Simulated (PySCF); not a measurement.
H5F2GeNSi (SMILES F[SiH](F)[NH][GeH3]), singlet, at a GFN2-xTB geometry, with bond 8-5 at 1.4 times its length; CASSCF(4,4)/STO-3G in PySCF.

Here is a job for PySCF.
```python
from pyscf import gto, scf, mcscf
import numpy

mol = gto.M(
    atom='''
Si    1.41764196    0.44264909    0.29213629
F     2.60980848   -0.45840995    0.85210543
F     1.56685844    0.38911007   -1.29277203
N    -0.05102365   -0.33704627    0.68306386
Ge   -1.64031861   -0.12575566   -0.18785097
H     1.63036418    1.80728289    0.70954198
H    -0.08918060   -0.76821205    1.59222535
H    -2.95754316   -1.48911251    0.69924436
H    -1.41271854   -0.41012978   -1.63218561
H    -2.13690041    1.28075725   -0.00949506
''',
    basis='sto-3g',
    verbose=4,
)

mf = scf.RHF(mol)
mf.kernel()
mc = mcscf.CASSCF(mf, 4, 4)
mc.fix_spin_(ss=0.0)
mc.kernel()
occ = numpy.linalg.eigvalsh(mc.fcisolver.make_rdm1(mc.ci, mc.ncas, mc.nelecas))[::-1]
ss = mc.fcisolver.spin_square(mc.ci, mc.ncas, mc.nelecas)[0]
print('natural occupations', occ.round(4), ' <S^2>', round(ss, 4))
```

What the program printed (banner, timings and long lists left out):

```
PySCF version 2.14.0

[INPUT] verbose = 4
[INPUT] num. atoms = 10
[INPUT] num. electrons = 76
[INPUT] charge = 0
[INPUT] spin (= nelec alpha-beta = 2S) = 0
[INPUT] symmetry False subgroup None
[INPUT] Mole.unit = angstrom
[INPUT] Symbol           X                Y                Z      unit          X                Y                Z       unit  Magmom
[...]
nuclear repulsion = 455.232091793839
number of shells = 27
number of NR pGTOs = 141
number of NR cGTOs = 47
basis = sto-3g
ecp = {}

******** <class 'pyscf.scf.hf.RHF'> ********
method = RHF
initial guess = minao
damping factor = 0
level_shift factor = 0
DIIS = <class 'pyscf.scf.diis.CDIIS'>
diis_start_cycle = 1
diis_space = 8
diis_damp = 0
SCF conv_tol = 1e-09
SCF conv_tol_grad = None
SCF max_cycles = 50
direct_scf = True
direct_scf_tol = 1e-13
Set gradient conv threshold to 3.16228e-05
Initial guess from minao.
init E= -2587.35875413994
[...]
cycle= 1 E= -2589.90666271551  delta_E= -2.55  |g|= 0.633  |ddm|= 3.67
[...]
cycle= 2 E= -2590.07469232868  delta_E= -0.168  |g|= 0.131  |ddm|= 1.25
[...]
cycle= 3 E= -2590.08151103133  delta_E= -0.00682  |g|= 0.0375  |ddm|= 0.234
[...]
cycle= 4 E= -2590.08223649106  delta_E= -0.000725  |g|= 0.0112  |ddm|= 0.0759
[...]
cycle= 5 E= -2590.08232443701  delta_E= -8.79e-05  |g|= 0.00166  |ddm|= 0.0325
[...]
cycle= 6 E= -2590.08232646701  delta_E= -2.03e-06  |g|= 0.000248  |ddm|= 0.00495
[...]
cycle= 7 E= -2590.08232650944  delta_E= -4.24e-08  |g|= 3.67e-05  |ddm|= 0.000709
[...]
cycle= 8 E= -2590.08232651045  delta_E= -1.01e-09  |g|= 9.41e-06  |ddm|= 0.000101
[...]
cycle= 9 E= -2590.08232651053  delta_E= -7.82e-11  |g|= 1.92e-06  |ddm|= 3.14e-05
[...]
Extra cycle  E= -2590.08232651051  delta_E= 1.09e-11  |g|= 8.67e-07  |ddm|= 4.52e-06
converged SCF energy = -2590.08232651051

******** <class 'pyscf.mcscf.mc1step.CASSCF'> ********
CAS (2e+2e, 4o), ncore = 36, nvir = 7
max_cycle_macro = 50
max_cycle_micro = 4
conv_tol = 1e-07
conv_tol_grad = None
orbital rotation max_stepsize = 0.02
orbital rotation threshold for CI restart = 0.01
augmented hessian ah_max_cycle = 30
augmented hessian ah_conv_tol = 1e-12
augmented hessian ah_linear dependence = 1e-14
augmented hessian ah_level shift = 1e-08
augmented hessian ah_start_tol = 2.5
augmented hessian ah_start_cycle = 3
augmented hessian ah_grad_trust_region = 3
kf_trust_region = 3
kf_interval = 4
ci_response_space = 4
ci_grad_trust_region = 3
with_dep4 0
natorb = False
canonicalization = True
sorting_mo_energy = False
ao2mo_level = 2
internal_rotation = False
******** <class 'pyscf.fci.addons.SpinPenaltyFCISolver'> ********
max. cycles = 50
conv_tol = 1e-08
davidson only = True
linear dependence = 1e-12
level shift = 0.001
max iter space = 12
nroots = 1
pspace_size = 400
spin = None
CASCI E = -2590.11164758561  S^2 = 0.0000000
Set conv_tol_grad to 0.000316228
macro iter   1 ( 21 JK    4 micro), CASSCF E = -2590.11970031318  dE = -8.05272757e-03  S^2 = 0.0000000
               |grad[o]|=0.0327  |grad[c]|=0.0228  |ddm|=0.0304  |maxRot[o]|=0.0982
macro iter   2 ( 21 JK    4 micro), CASSCF E = -2590.12195941552  dE = -2.25910234e-03  S^2 = 0.0000000
               |grad[o]|=0.0158  |grad[c]|=0.0307  |ddm|=0.0163  |maxRot[o]|=0.203
macro iter   3 ( 21 JK    4 micro), CASSCF E = -2590.12282665726  dE = -8.67241734e-04  S^2 = 0.0000000
               |grad[o]|=0.012  |grad[c]|=0.0109  |ddm|=0.00291  |maxRot[o]|=0.0612
macro iter   4 ( 21 JK    4 micro), CASSCF E = -2590.12318240850  dE = -3.55751244e-04  S^2 = 0.0000000
               |grad[o]|=0.00816  |grad[c]|=0.0172  |ddm|=0.00854  |maxRot[o]|=0.0344
macro iter   5 ( 21 JK    4 micro), CASSCF E = -2590.12331607916  dE = -1.33670663e-04  S^2 = 0.0000000
               |grad[o]|=0.00616  |grad[c]|=0.0198  |ddm|=0.0131  |maxRot[o]|=0.0254
macro iter   6 ( 21 JK    4 micro), CASSCF E = -2590.12337151050  dE = -5.54313342e-05  S^2 = 0.0000000
               |grad[o]|=0.00527  |grad[c]|=0.0234  |ddm|=0.0164  |maxRot[o]|=0.0333
macro iter   7 ( 21 JK    4 micro), CASSCF E = -2590.12342332849  dE = -5.18179927e-05  S^2 = 0.0000000
               |grad[o]|=0.00519  |grad[c]|=0.0228  |ddm|=0.0154  |maxRot[o]|=0.0191
macro iter   8 ( 21 JK    4 micro), CASSCF E = -2590.12348418089  dE = -6.08524010e-05  S^2 = 0.0000000
               |grad[o]|=0.00518  |grad[c]|=0.0237  |ddm|=0.0158  |maxRot[o]|=0.0147
macro iter   9 ( 21 JK    4 micro), CASSCF E = -2590.12356160438  dE = -7.74234900e-05  S^2 = 0.0000000
               |grad[o]|=0.00524  |grad[c]|=0.0242  |ddm|=0.0161  |maxRot[o]|=0.0168
macro iter  10 ( 21 JK    4 micro), CASSCF E = -2590.12363877875  dE = -7.71743726e-05  S^2 = 0.0000000
               |grad[o]|=0.00531  |grad[c]|=0.0242  |ddm|=0.0161  |maxRot[o]|=0.0187
macro iter  11 ( 21 JK    4 micro), CASSCF E = -2590.12374258866  dE = -1.03809903e-04  S^2 = 0.0000000
               |grad[o]|=0.00538  |grad[c]|=0.0278  |ddm|=0.0195  |maxRot[o]|=0.0273
macro iter  12 ( 21 JK    4 micro), CASSCF E = -2590.12389292533  dE = -1.50336673e-04  S^2 = 0.0000000
               |grad[o]|=0.00562  |grad[c]|=0.0321  |ddm|=0.0229  |maxRot[o]|=0.0366
macro iter  13 ( 21 JK    4 micro), CASSCF E = -2590.12411884418  dE = -2.25918851e-04  S^2 = 0.0000000
               |grad[o]|=0.00598  |grad[c]|=0.0303  |ddm|=0.0217  |maxRot[o]|=0.0433
macro iter  14 ( 21 JK    4 micro), CASSCF E = -2590.12447971957  dE = -3.60875394e-04  S^2 = 0.0000000
               |grad[o]|=0.00635  |grad[c]|=0.0291  |ddm|=0.0201  |maxRot[o]|=0.0476
macro iter  15 ( 21 JK    4 micro), CASSCF E = -2590.12474596292  dE = -2.66243341e-04  S^2 = 0.0000000
               |grad[o]|=0.00639  |grad[c]|=0.0327  |ddm|=0.0235  |maxRot[o]|=0.0551
macro iter  16 ( 21 JK    4 micro), CASSCF E = -2590.12514272917  dE = -3.96766258e-04  S^2 = 0.0000000
               |grad[o]|=0.00657  |grad[c]|=0.0284  |ddm|=0.0197  |maxRot[o]|=0.052
macro iter  17 ( 21 JK    4 micro), CASSCF E = -2590.12551147470  dE = -3.68745525e-04  S^2 = 0.0000000
[...]
               |grad[o]|=0.00593  |grad[c]|=0.0166  |ddm|=0.0108  |maxRot[o]|=0.0339
macro iter  22 ( 21 JK    4 micro), CASSCF E = -2590.12756215325  dE = -4.07913416e-04  S^2 = 0.0000000
               |grad[o]|=0.00581  |grad[c]|=0.0151  |ddm|=0.00978  |maxRot[o]|=0.0323
macro iter  23 ( 21 JK    4 micro), CASSCF E = -2590.12795445699  dE = -3.92303736e-04  S^2 = 0.0000000
               |grad[o]|=0.00571  |grad[c]|=0.0141  |ddm|=0.00898  |maxRot[o]|=0.0304
macro iter  24 ( 21 JK    4 micro), CASSCF E = -2590.12832720294  dE = -3.72745958e-04  S^2 = 0.0000000
               |grad[o]|=0.00559  |grad[c]|=0.0132  |ddm|=0.00836  |maxRot[o]|=0.028
macro iter  25 ( 21 JK    4 micro), CASSCF E = -2590.12868036480  dE = -3.53161860e-04  S^2 = 0.0000000
               |grad[o]|=0.00546  |grad[c]|=0.0126  |ddm|=0.00787  |maxRot[o]|=0.0249
macro iter  26 ( 21 JK    4 micro), CASSCF E = -2590.12901016469  dE = -3.29799890e-04  S^2 = 0.0000000
               |grad[o]|=0.00532  |grad[c]|=0.0122  |ddm|=0.00752  |maxRot[o]|=0.0232
macro iter  27 ( 21 JK    4 micro), CASSCF E = -2590.12931242669  dE = -3.02261999e-04  S^2 = 0.0000000
               |grad[o]|=0.00516  |grad[c]|=0.0119  |ddm|=0.00723  |maxRot[o]|=0.0219
macro iter  28 ( 21 JK    4 micro), CASSCF E = -2590.12958480359  dE = -2.72376893e-04  S^2 = 0.0000000
               |grad[o]|=0.00498  |grad[c]|=0.0116  |ddm|=0.00694  |maxRot[o]|=0.0205
macro iter  29 ( 21 JK    4 micro), CASSCF E = -2590.12982622869  dE = -2.41425104e-04  S^2 = 0.0000000
               |grad[o]|=0.00479  |grad[c]|=0.0114  |ddm|=0.00667  |maxRot[o]|=0.019
macro iter  30 ( 21 JK    4 micro), CASSCF E = -2590.13003665572  dE = -2.10427033e-04  S^2 = 0.0000000
               |grad[o]|=0.00458  |grad[c]|=0.0111  |ddm|=0.00638  |maxRot[o]|=0.0173
macro iter  31 ( 21 JK    4 micro), CASSCF E = -2590.13021699430  dE = -1.80338580e-04  S^2 = 0.0000000
               |grad[o]|=0.00437  |grad[c]|=0.0108  |ddm|=0.00608  |maxRot[o]|=0.0156
macro iter  32 ( 21 JK    4 micro), CASSCF E = -2590.13036880120  dE = -1.51806899e-04  S^2 = 0.0000000
               |grad[o]|=0.00416  |grad[c]|=0.0105  |ddm|=0.00578  |maxRot[o]|=0.0138
macro iter  33 ( 21 JK    4 micro), CASSCF E = -2590.13049397295  dE = -1.25171751e-04  S^2 = 0.0000000
               |grad[o]|=0.00396  |grad[c]|=0.0101  |ddm|=0.00548  |maxRot[o]|=0.012
macro iter  34 ( 21 JK    4 micro), CASSCF E = -2590.13059469636  dE = -1.00723403e-04  S^2 = 0.0000000
               |grad[o]|=0.00378  |grad[c]|=0.00978  |ddm|=0.00502  |maxRot[o]|=0.0103
macro iter  35 ( 21 JK    4 micro), CASSCF E = -2590.13067298843  dE = -7.82920742e-05  S^2 = 0.0000000
               |grad[o]|=0.00361  |grad[c]|=0.00946  |ddm|=0.00475  |maxRot[o]|=0.00858
macro iter  36 ( 21 JK    4 micro), CASSCF E = -2590.13073120642  dE = -5.82179900e-05  S^2 = 0.0000000
               |grad[o]|=0.00348  |grad[c]|=0.00916  |ddm|=0.00451  |maxRot[o]|=0.00691
macro iter  37 ( 21 JK    4 micro), CASSCF E = -2590.13077197742  dE = -4.07710036e-05  S^2 = 0.0000000
               |grad[o]|=0.00337  |grad[c]|=0.0089  |ddm|=0.00431  |maxRot[o]|=0.00532
macro iter  38 ( 21 JK    4 micro), CASSCF E = -2590.13079835887  dE = -2.63814468e-05  S^2 = 0.0000000
               |grad[o]|=0.00329  |grad[c]|=0.0087  |ddm|=0.00415  |maxRot[o]|=0.00388
macro iter  39 ( 21 JK    4 micro), CASSCF E = -2590.13081390827  dE = -1.55493940e-05  S^2 = 0.0000000
               |grad[o]|=0.00324  |grad[c]|=0.00857  |ddm|=0.00404  |maxRot[o]|=0.0027
macro iter  40 ( 21 JK    4 micro), CASSCF E = -2590.13082229447  dE = -8.38620645e-06  S^2 = 0.0000000
               |grad[o]|=0.00321  |grad[c]|=0.00848  |ddm|=0.00396  |maxRot[o]|=0.00196
macro iter  41 ( 21 JK    4 micro), CASSCF E = -2590.13082655761  dE = -4.26313409e-06  S^2 = 0.0000000
               |grad[o]|=0.0032  |grad[c]|=0.00844  |ddm|=0.00392  |maxRot[o]|=0.0015
macro iter  42 ( 21 JK    4 micro), CASSCF E = -2590.13082868841  dE = -2.13080784e-06  S^2 = 0.0000000
               |grad[o]|=0.00319  |grad[c]|=0.00842  |ddm|=0.0039  |maxRot[o]|=0.00119
macro iter  43 ( 21 JK    4 micro), CASSCF E = -2590.13082977286  dE = -1.08445101e-06  S^2 = 0.0000000
               |grad[o]|=0.00319  |grad[c]|=0.00841  |ddm|=0.00389  |maxRot[o]|=0.000915
macro iter  44 ( 21 JK    4 micro), CASSCF E = -2590.13083034916  dE = -5.76294497e-07  S^2 = 0.0000000
               |grad[o]|=0.00319  |grad[c]|=0.0084  |ddm|=0.00388  |maxRot[o]|=0.000685
macro iter  45 ( 21 JK    4 micro), CASSCF E = -2590.13083067414  dE = -3.24980647e-07  S^2 = 0.0000000
               |grad[o]|=0.00318  |grad[c]|=0.0084  |ddm|=0.00388  |maxRot[o]|=0.000505
macro iter  46 ( 21 JK    4 micro), CASSCF E = -2590.13083086859  dE = -1.94445420e-07  S^2 = 0.0000000
               |grad[o]|=0.00318  |grad[c]|=0.0084  |ddm|=0.00388  |maxRot[o]|=0.00037
macro iter  47 ( 21 JK    4 micro), CASSCF E = -2590.13083099095  dE = -1.22368419e-07  S^2 = 0.0000000
               |grad[o]|=0.00318  |grad[c]|=0.0084  |ddm|=0.00388  |maxRot[o]|=0.000269
macro iter  48 ( 21 JK    4 micro), CASSCF E = -2590.13083107085  dE = -7.98922883e-08  S^2 = 0.0000000
               |grad[o]|=0.00318  |grad[c]|=0.00841  |ddm|=0.00388  |maxRot[o]|=0.000196
macro iter  49 ( 21 JK    4 micro), CASSCF E = -2590.13110072226  dE = -2.69651410e-04  S^2 = 0.0000000
               |grad[o]|=0.00318  |grad[c]|=0.00561  |ddm|=0.00298  |maxRot[o]|=0.048
macro iter  50 ( 21 JK    4 micro), CASSCF E = -2590.13165698403  dE = -5.56261776e-04  S^2 = 0.0000000
               |grad[o]|=0.00328  |grad[c]|=0.00326  |ddm|=0.000956  |maxRot[o]|=0.0875
1-step CASSCF not converged,  50 macro (1050 JK 200 micro) steps
CASSCF canonicalization
Density matrix diagonal elements [1.90393792 1.97099159 0.11041252 0.01465797]
CASSCF energy = -2590.13165698403
CASCI E = -2590.13165698403  E(CI) = -3.96053412143283  S^2 = 0.0000000
natural occupations [1.9855 1.8898 0.1103 0.0145]  <S^2> 0.0
```

The run did not converge; its last values are not results.
